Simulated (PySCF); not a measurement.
Electrostatic solvation of a mixed set.

Level: PBE0/pcSseg-1 in PySCF, non-relativistic, each on one gas-phase PBE0-D3(BJ)/def2-SVP geometry that isn't relaxed in the solvent. The solvent is an IEF-PCM continuum (Bondi radii, 1.10 Å for H, scaled by 1.2). The model holds no explicit solvent molecules, cavitation or dispersion.

Task: Order them by E(solvent) − E(gas) in water (ε = 78.36), most negative first (kcal/mol).
A. `[SiH3:1][O:2][SiH:3]1[CH:4]=[CH:5][CH:6]=[CH:7]1` with Si1–O2–Si3–C4 -59°
B. `[OH:1][SiH:2]1[CH:3]=[CH:4][SiH2:5][CH:6]=[CH:7]1` with H–O1–Si2–C3 62°
C. `[SiH3:1][SiH2:2][c:3]1[cH:4][cH:5][cH:6][o:7]1` with Si1–Si2–C3–C4 -118°
D. `[CH3:1][CH:2]([CH3:3])[O:4][C@H:5]1[CH2:6][S:7][BH:8][S:9]1` with C1–C2–O4–C5 93°, C2–O4–C5–C6 158°, O4–C5–C6–S7 167°, C5–C6–S7–B8 -32°, C6–S7–B8–S9 9°, S7–B8–S9–C5 10°

Result: B (-5.0), D (-4.5), C (-2.6), A (-2.3).

```json
{"SMILES": "O[SiH]1C=C[SiH2]C=C1", "charge": "0", "ΔE (kcal/mol)": "-5.0", "polarisation term (kcal/mol)": "-5.5", "HOMO shift (eV)": "+0.14", "dipole gas (D)": "1.49", "dipole solvent (D)": "1.94", "atoms": "15"}
{"SMILES": "CC(C)O[C@H]1CSBS1", "charge": "0", "ΔE (kcal/mol)": "-4.5", "polarisation term (kcal/mol)": "-5.2", "HOMO shift (eV)": "-0.09", "dipole gas (D)": "2.80", "dipole solvent (D)": "3.68", "atoms": "20"}
{"SMILES": "[SiH3][SiH2]c1ccco1", "charge": "0", "ΔE (kcal/mol)": "-2.6", "polarisation term (kcal/mol)": "-2.9", "HOMO shift (eV)": "+0.02", "dipole gas (D)": "1.07", "dipole solvent (D)": "1.30", "atoms": "15"}
{"SMILES": "[SiH3]O[SiH]1C=CC=C1", "charge": "0", "ΔE (kcal/mol)": "-2.3", "polarisation term (kcal/mol)": "-2.5", "HOMO shift (eV)": "+0.03", "dipole gas (D)": "1.21", "dipole solvent (D)": "1.58", "atoms": "15"}
```

The polarisation term is half the interaction of the solute with the induced surface charges.
